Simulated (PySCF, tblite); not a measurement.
Isomers of [C8H11P2]- (charge -1), one GFN2-xTB conformer each. Single-point energies are computed at PBE0/pcSseg-1 (PySCF, gas phase, no added dispersion term), electronic only.

```
              SMILES  GFN2-xTB relative energy (kcal/mol)
  C=Cc1pc[p-]c1C(C)C                                  1.6
  C=Cc1[p-]c(CC)pc1C                                  2.0
C=Cc1pcc(C(C)C)[p-]1                                  0.0
```

Conformers: `[CH2:1]=[CH:2][c:3]1[p:4][cH:5][p-:6][c:7]1[CH:8]([CH3:9])[CH3:10]` (charge -1) with C1–C2–C3–P4 -3°, P6–C7–C8–C9 -93°; `[CH2:1]=[CH:2][c:3]1[p-:4][c:5]([CH2:6][CH3:7])[p:8][c:9]1[CH3:10]` (charge -1) with C1–C2–C3–P4 -4°, P4–C5–C6–C7 87°; `[CH2:1]=[CH:2][c:3]1[p:4][cH:5][c:6]([CH:7]([CH3:8])[CH3:9])[p-:10]1` (charge -1) with C1–C2–C3–P4 180°, C5–C6–C7–C8 -61°.

Task: What does PBE0/pcSseg-1 give for the same structures?

Result: 
| SMILES | PBE0/pcSseg-1 E (Eh) | PBE0/pcSseg-1 (kcal/mol) | GFN2-xTB (kcal/mol) | point group |
| --- | --- | --- | --- | --- |
| C=Cc1pcc(C(C)C)[p-]1 | -993.50191 | 0.0 | 0.0 | Cs |
| C=Cc1[p-]c(CC)pc1C | -993.49889 | 1.9 | 2.0 | C1 |
| C=Cc1pc[p-]c1C(C)C | -993.49740 | 2.8 | 1.6 | C1 |

Both levels put the same isomer lowest; measured from each level's own lowest isomer, the values differ by up to 1.2 kcal/mol (C=Cc1pc[p-]c1C(C)C: 1.6 against 2.8). Neighbours under 5.0 kcal/mol apart (C=Cc1pcc(C(C)C)[p-]1 and C=Cc1[p-]c(CC)pc1C; C=Cc1[p-]c(CC)pc1C and C=Cc1pc[p-]c1C(C)C) can change places with a better method, another conformer or zero-point energy.

Task: What happens when harmonic zero-point energies from GFN2-xTB frequencies are added?

Result: 
```json
{"SMILES": "C=Cc1pcc(C(C)C)[p-]1", "ZPE (kcal/mol)": "102.8", "electronic (kcal/mol)": "0.0", "with ZPE (kcal/mol)": "0.0"}
{"SMILES": "C=Cc1[p-]c(CC)pc1C", "ZPE (kcal/mol)": "102.6", "electronic (kcal/mol)": "1.9", "with ZPE (kcal/mol)": "1.7"}
{"SMILES": "C=Cc1pc[p-]c1C(C)C", "ZPE (kcal/mol)": "102.8", "electronic (kcal/mol)": "2.8", "with ZPE (kcal/mol)": "2.8"}
```

The zero-point energies span 0.2 kcal/mol. The order is unchanged.
